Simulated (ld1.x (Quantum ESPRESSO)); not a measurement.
What one change does to a pseudopotential (Ta, TM)

Ta (Z = 73), norm-conserving Troullier–Martins (Kleinman–Bylander form), made with ld1.x (Quantum ESPRESSO) 7.5 (PBE, scalar-relativistic). Core [Kr] 4d10 4f14 5s2, reference 5p6 5d3 6s2 6p0. Waves: 6s (bound): rc 2.60 bohr; 5p (bound): rc 1.95 bohr; 5d (bound): rc 2.05 bohr. Local part: the d channel. Core correction: none.

All-electron outer shells of the reference configuration (PBE, scalar-relativistic, ld1.x):

```
shell  level (eV)  outermost node (bohr)  outermost maximum (bohr)
   5s      -73.00                   0.54                      0.98
   5p      -39.40                   0.58                      1.13
   4f      -24.70                      –                      0.44
   6s       -5.44                   1.32                      2.78
   5d       -3.59                   0.65                      1.58
   6p       -1.39                   1.60                      3.89
```

Change: wave 5d (bound): rc 2.05 bohr becomes 5d (bound): rc 1.88 bohr.

Cutoffs: the cutoffs (Ry, on a coarse ladder) from which the occupation-weighted sum of valence levels, in a spherical-Bessel basis at the reference potential, stays within 10 and 1 mRy of its value at 400 Ry; they do not see the model core or the augmentation charge, which bear on the density cutoff. Errors are all-electron minus pseudo energies relative to the spin-unpolarised reference configuration.

**Question.** How do hardness, ghosts and transferability respond?

**Answer.** The potential gets neither clearly harder nor softer (35 Ry and 45 Ry → 35 Ry and 45 Ry); both files keep a bound ghost (p, s); the number of tests that count goes from 7 to 5; the errors of the 5 common tests hardly move.

| quantity | base | changed |
| --- | --- | --- |
| cutoff, loose | 35 Ry | 35 Ry |
| cutoff, tight | 45 Ry | 45 Ry |
| bound ghosts | p, s | p, s |
| tests counted (converged, no solver errors) | 7 of 7 | 5 of 7 |
| error for 5p6 5d3 6s0 6p0, meV [ΔE 23.44 eV] | -11 | -12 |
| error for 5p6 5d2 6s0 6p0, meV [ΔE 47.04 eV] | +60 | +58 |
| error for 5p6 5d4 6s1 6p0, meV [ΔE 2.09 eV] | -27 | -29 |
| error for 5p6 5d3 6s1.5 6p0, meV [ΔE 3.46 eV] | -2.1 | -2.1 |
| error for 5p5 5d3 6s2 6p0, meV [ΔE 44.98 eV] | -303 | -332 |
| s: phases at 2.87 bohr within 0.05 rad from the reference energy up to (Ry; the scan ends near 5) | 2.5 | n/a |
| p: phases at 2.87 bohr within 0.05 rad from the reference energy up to (Ry; the scan ends near 5) | -0.5 | -0.6 |
| d: phases at 2.87 bohr within 0.05 rad from the reference energy up to (Ry; the scan ends near 5) | 2.4 | 2.4 |

Base: ld1.x printed “convergence not achieved” for 4 of the counted tests; their residual had stalled under 1e-8, short of the target of 1e-14. Changed file: Tests not counted: 5p6 5d3 6s1 6p0 (pseudo-atom not self-consistent, printed error -6.3 meV); 5p6 5d3 6s1 6p1 (pseudo-atom not self-consistent, printed error -352 meV). ld1.x printed “convergence not achieved” for 2 of the counted tests; their residual had stalled under 1e-8, short of the target of 1e-14. A true bound ghost makes a file unfit for plane-wave use even where its test errors are small: the radial tests pick states by their node count and pass the ghost by.
